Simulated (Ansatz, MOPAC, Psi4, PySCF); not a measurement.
Species: Si2H3F3, net charge 0, singlet state. SMILES: [SiH2]([SiH](F)F)F
Geometry from a B3LYP-D3(BJ)/def2-TZVP (Ansatz, a program for electronic structure) optimisation:
```
Si
F 1 1.5979
F 1 1.6002 2 107.34
H 1 1.4757 2 107.51 3 115.67
Si 1 2.3559 4 116.60 2 -123.62
F 5 1.6107 1 108.26 4 55.01
H 5 1.4790 6 108.57 1 -120.90
H 5 1.4800 7 110.01 6 118.13
```

Quantity: size of the dipole moment, in D. Set-up: six Cartesian d functions in 6-31G* and its kin unless marked 5d; 6-311+G** with 5d, 6d on Na to Ar in Ansatz; PM7 with its own dispersion and hydrogen-bond terms; non-relativistic; no dispersion term unless named; no spin-orbit coupling. First-principles rows: single points at B3LYP-D3(BJ) geometries (Ansatz). Semi-empirical rows: dipoles at the shared geometry.

```
level               program  size of the dipole moment (D)
------------------  -------  -----------------------------
AM1                   MOPAC                           1.19
PM6                   MOPAC                           1.52
PM7                   MOPAC                           1.92
SVWN5/6-31G*         Ansatz                           1.14
PBE/def2-SVP         Ansatz                           1.05
BLYP/6-31G*          Ansatz                           1.07
B3LYP/6-31G          Ansatz                           1.91
B3LYP/6-31G*         Ansatz                           1.20
B3LYP/cc-pVDZ        Ansatz                           1.23
M06-2X/6-31G* (5d)    PySCF                           1.27
wB97X-D/6-31G*         Psi4                           1.25
wB97X-D/6-311+G**      Psi4                           1.53
B3PW91/6-31G* (5d)    PySCF                           1.20
```

No value to compare with is used here. The 13 habitual levels span 1.05 (PBE/def2-SVP) to 1.92 D (PM7).

The levels are drawn from those run, B3LYP/6-31G* more often than the rest, none by its result; left out are runs that failed, that the program found above a lower state of the same kind, or whose <S^2> lies over 0.5 above the pure value.
